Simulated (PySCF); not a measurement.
First SCF of a structure search on doublet HRuO2, at a hand-made trigonal planar geometry. PySCF input:

```python
from pyscf import gto, scf, dft
mol = gto.M(atom='''
Ru     0.000000     0.000000     0.000000
O     -0.855000     1.480900     0.000000
O     -0.855000    -1.480900     0.000000
H      1.570000     0.000000     0.000000''',
    basis={'Ru': 'def2-TZVP', 'O': 'def2-TZVP', 'H': 'def2-TZVP'},
    ecp={'Ru': 'def2-TZVP'},
    charge=0, spin=1)
mf = dft.UKS(mol, xc='PBE0')
mf.grids.atom_grid = (50, 194)
aux = {'Ru': 'def2-universal-JKFIT', 'O': 'def2-universal-JKFIT', 'H': 'def2-universal-JKFIT'}
mf = mf.density_fit(auxbasis=aux)
mf.conv_tol = 1e-08
mf.diis_space = 10
mf.max_cycle = 60
mf.init_guess = 'minao'
mf.verbose = 4
mf.kernel()
```

Excerpt of the output (cycles alone):

```
init E= -237.855275802734
cycle= 1 E= -245.555215419153  delta_E= -7.7  |g|= 0.666  |ddm|=    3
cycle= 2 E= -245.29944210555  delta_E= 0.256  |g|= 1.06  |ddm|= 1.13
cycle= 3 E= -245.762797373861  delta_E= -0.463  |g|= 0.128  |ddm|= 0.74
cycle= 4 E= -245.745330573635  delta_E= 0.0175  |g|= 0.259  |ddm|= 0.168
cycle= 5 E= -245.768991941352  delta_E= -0.0237  |g|= 0.0295  |ddm|= 0.109
cycle= 6 E= -245.769416015683  delta_E= -0.000424  |g|= 0.00717  |ddm|= 0.0238
cycle= 7 E= -245.76954439296  delta_E= -0.000128  |g|= 0.00294  |ddm|= 0.0192
cycle= 8 E= -245.769577686898  delta_E= -3.33e-05  |g|= 0.00155  |ddm|= 0.00989
cycle= 9 E= -245.769586580342  delta_E= -8.89e-06  |g|= 0.000643  |ddm|= 0.00507
cycle= 10 E= -245.769588657989  delta_E= -2.08e-06  |g|= 0.000217  |ddm|= 0.00286
cycle= 11 E= -245.769588900263  delta_E= -2.42e-07  |g|= 9.75e-05  |ddm|= 0.00101
cycle= 12 E= -245.769588928785  delta_E= -2.85e-08  |g|= 3.85e-05  |ddm|= 0.000327
cycle= 13 E= -245.769588931858  delta_E= -3.07e-09  |g|= 1.17e-05  |ddm|= 0.000111
Extra cycle  E= -245.76958893175  delta_E= 1.08e-10  |g|= 2.97e-05  |ddm|= 2.56e-05
converged SCF energy = -245.76958893175  <S^2> = 0.76129948  2S+1 = 2.0112677
```

This is not the lowest solution: all starts ended here, but a stability analysis within the same unrestricted form found one 9.8 kJ/mol lower, at -245.77333 Eh.

Open d and f shells are described by one determinant, and the ground state may have another occupation or spin.

The search for the lowest solution, 3 starts and the stability check together, took 15 s on 4 threads of a shared Arm Neoverse V1 host, with 108 basis functions; the process peaked at 0.49 GiB.
